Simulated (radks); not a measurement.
Task: Species: Ni3.75+. Configuration: [Ne] 3s2 3d(up 3.5, down 3.5) 3p(up 3, down 2.25) (fractional occupations, a model configuration). Calculated with a radial shooting solver on a logarithmic mesh with Libxc functionals: non-relativistic Kohn-Sham, PBE, spin-polarised, spherical densities, point nucleus. Some entries of the table are withheld. Estimate them.

| orbital | occ. | eigenvalue (hartree) | <r^2> (bohr^2) | r(max) (bohr) |
|---|---|---|---|---|
| 1s up | 1 | -300.7628 | 0.004030 | 0.03614 |
| 1s down | 1 | -300.7477 | 0.004030 | 0.03614 |
| 2s up | 1 | -37.58123 | 0.07263 | 0.2075 |
| 2s down | 1 | -37.57020 | 0.07261 | 0.2075 |
| 2p up | 3 | -33.09814 | 0.05747 | 0.1660 |
| 2p down | 3 | -33.08110 | 0.05746 | 0.1660 |
| 3s up | 1 | -6.07746 | (1) | 0.6441 |
| 3s down | 1 | -6.03322 | (2) | 0.6444 |
| 3p up | 3 | -4.69125 | 0.6810 | 0.6449 |
| 3p down | 2.25 | -4.64841 | 0.6845 | 0.6454 |
| 3d up | 3.5 | -2.36156 | 0.8896 | 0.6081 |
| 3d down | 3.5 | -2.32629 | 0.9021 | 0.6087 |

Result: 
(1) 3s up <r^2> (bohr^2): 0.6270
(2) 3s down <r^2> (bohr^2): 0.6292
